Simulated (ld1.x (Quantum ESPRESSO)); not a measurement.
**What one change does to a pseudopotential (O, ultrasoft)**

```json
{
  "Element": "O",
  "Generator": "ld1.x (Quantum ESPRESSO) 7.5",
  "Type": "ultrasoft",
  "Functional": "PBE",
  "Relativity": "non-relativistic",
  "Frozen core": "[He]",
  "Valence charge": "6",
  "Reference configuration": "2s2 2p4",
  "Partial waves": "2s (bound): rcut 0.95, rcutus 1.05 bohr; 2s channel at 3.6 Ry: rcut 0.95, rcutus 1.05 bohr; 2p (bound): rcut 1.95, rcutus 2.15 bohr; 2p channel at 0.5 Ry: rcut 1.95, rcutus 2.15 bohr; 3d channel at 0.15 Ry: rcut 1.70, rcutus 2.30 bohr; 3d channel at 2.7 Ry: rcut 1.70, rcutus 2.30 bohr",
  "Local potential": "all-electron potential smoothed inside 1.80 bohr (lloc = -1)",
  "Core correction": "none",
  "Augmentation charge": "PSQ, inside the norm-conserving radii"
}
```

All-electron outer shells of the reference configuration (PBE, non-relativistic, ld1.x):

```tsv
shell	level (eV)	outermost node (bohr)	outermost maximum (bohr)
2s	-23.91	0.28	0.87
2p	-9.04	–	0.82
```

Change: all radii scaled by about 0.85 (s 0.90, p 1.82, d 1.96 bohr, rcut 0.80/1.66/1.44); local potential all-electron potential smoothed inside 1.54 bohr (lloc = -1).

Cutoffs: the cutoffs (Ry, on a coarse ladder) from which the occupation-weighted sum of valence levels, in a spherical-Bessel basis at the reference potential, stays within 10 and 1 mRy of its value at 400 Ry; they do not see the model core or the augmentation charge, which bear on the density cutoff. Errors are all-electron minus pseudo energies relative to the spin-unpolarised reference configuration.

Q: How do hardness, ghosts and transferability respond?

A: The potential gets neither clearly harder nor softer (21 Ry and 40 Ry → 21 Ry and 45 Ry); of the 7 tests that both files solve, the error grows in 6 and shrinks in 1 by more than 15 % and 0.3 meV (median size 54.7 → 162.9 meV); neither file shows a bound ghost.

```csv
quantity,base,changed
"cutoff, loose",21 Ry,21 Ry
"cutoff, tight",40 Ry,45 Ry
loose cutoff by channel (10 mRy a level),"s 18 Ry, p 12 Ry","s 15 Ry, p 18 Ry"
bound ghosts,none,none
"error for 2s2 2p3, meV [ΔE 16.44 eV]",-55,-163
"error for 2s2 2p2, meV [ΔE 50.03 eV]",-188,-847
"error for 2s2 2p1, meV [ΔE 103.90 eV]",+305,-1930
"error for 2s2 2p4.3, meV [ΔE -2.12 eV]",-1.5,-6.3
"error for 2s1 2p5, meV [ΔE 14.90 eV]",+2.1,-9.6
"error for 2s2 2p0, meV [ΔE 180.81 eV]",+3047,-2576
"error for 2s2 2p3.5, meV [ΔE 6.29 eV]",-10,-32
lowest overlap eigenvalue by channel,"s 0.51, p 0.20, d 0.97","s 0.61, p 0.63, d 0.93"
```
